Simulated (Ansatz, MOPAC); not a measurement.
Molecule: H3B2O (charge -1, singlet). SMILES: [BH-]OB

Atoms: O1, B2, H3, B4, H5, H6. Bonds: O1-B2, O1-B4, B2-H3, B4-H5, B4-H6.

Bond lengths (Å) and angles (degrees) optimised at PM6 with MOPAC; MNDO with MOPAC; HF/6-31G* with Ansatz (an electronic-structure program); PBE/6-31G* with Ansatz, each started from the B3LYP-D3(BJ)/def2-TZVP structure (Ansatz) of the last column. A row stands for all coordinates that are equal there; 7 of 8 kinds are shown. 6-31G* holds six Cartesian d functions. At HF/6-31G* the structure is a saddle point. No wavenumbers were computed at MNDO, PBE/6-31G*, so these may be saddle points.

```tsv
coordinate	PM6	MNDO	HF/6-31G*	PBE/6-31G*	B3LYP-D3(BJ)/def2-TZVP
O1-B2	1.326	1.375	1.441	1.368	1.360
O1-B4	1.309	1.282	1.292	1.356	1.331
B2-H3	1.210	1.244	1.275	1.268	1.240
B4-H5	1.185	1.182	1.217	1.224	1.209
B2-O1-B4	167.3	171.4	171.2	172.9	174.2
O1-B2-H3	107.8	104.3	100.7	106.0	107.1
O1-B4-H5	117.4	121.8	121.7	119.3	119.9
```

Mean signed difference of all 5 bond lengths from B3LYP-D3(BJ)/def2-TZVP: PM6 -0.027 Å, MNDO -0.017 Å, HF/6-31G* 0.018 Å, PBE/6-31G* 0.018 Å.
